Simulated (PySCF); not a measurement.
Coordinates in bohr (charge -1 multiplicity 4):
```
Pt    0.0000    0.0000   -0.2604
S     4.0559    0.0000    0.8232
S    -4.0559    0.0000    0.8232
```

Method: PySCF, UB3LYP, basis Pt def2-SVPD with ECP60, S def2-SVPD (scalar-relativistic core potentials, no spin–orbit coupling, density fitting).

This geometry of [PtS2]- is a stationary point at this level.

**Question.** What is the point group?

**Answer.** C2v.

**Question.** Is it a minimum?

**Answer.** Yes: all harmonic wavenumbers are real.

**Question.** Which band is strongest in the infrared?

**Answer.** 351 cm⁻¹ (b2), 48 km/mol.

**Question.** Give the atomic charges and bond orders.

**Answer.** 
| atom | Mulliken | Löwdin | polar tensor | spin (Mulliken) | Mayer order to Pt1 |
| --- | --- | --- | --- | --- | --- |
| Pt1 | 0.40 | -0.37 | 0.17 | 1.02 | – |
| S2,3 | -0.70 | -0.32 | -0.58 | 0.99 | 1.24 |
Other Mayer orders above 0.3: S–S 0.36.

**Question.** Give the ideal-gas entropy at 298.15 K and 1 bar by parts.

**Answer.** translation 178.2, rotation 101.7, vibration 23.4, spin 11.5; total 314.8 J/(mol K).

Only a few start shapes were tried, so a lower isomer may exist. Other spin states or occupations of the open shell can lie lower. At this level a doublet minimum of C2v symmetry lies 49 kJ/mol below this structure. Spin–orbit coupling, left out here, can matter for elements this heavy.
